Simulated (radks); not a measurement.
Values are calculated unless marked as measured or tabulated.
Excited configurations of the chlorine ion Cl2+: one electron is placed in a higher orbital outside [Ne] 3s2 3p2. The ground configuration is [Ne] 3s2 3p3. Level of theory: scalar-relativistic Kohn-Sham, LDA (Slater exchange, Perdew-Wang correlation), spin-unpolarised, spherical densities, finite nucleus; Fermi nuclear charge, rms radius 3.3654 fm (a radial shooting solver on a logarithmic mesh with Libxc functionals). Excitation = E - E(ground); binding = E(ion) - E, where the ion is the core of charge +3; n* = 3/sqrt(2 binding) in atomic units, and the quantum defect is n - n*.

| outer orbital | excitation (eV) | binding (eV) | n* | <r> (bohr) |
|---|---|---|---|---|
| 4p | 23.783 | 14.612 | 2.895 | 4.006 |
| 4d | 28.213 | 10.183 | 3.468 | 5.150 |
| 5d | 32.126 | 6.270 | 4.419 | 9.019 |
| 6p | 33.150 | 5.246 | 4.831 | 11.69 |
| 6f | 34.680 | 3.715 | 5.741 | 14.91 |
| 7s | 34.371 | 4.025 | 5.516 | 15.66 |
| 7f | 35.644 | 2.751 | 6.671 | 20.99 |

The Delta-SCF ionisation energy is 38.396 eV (NIST Atomic Spectra Database: 39.8 eV, semi-empirical). Self-interaction in the functional shifts the binding energies and quantum defects, so they are the method's values and not measured ones. Spin polarisation and multiplet splitting are left out, so open shells lie too high by an amount that depends on their filling.

Beside tabulated values, note that spin-unpolarised runs miss the spin-polarisation part of the exchange energy of open shells.
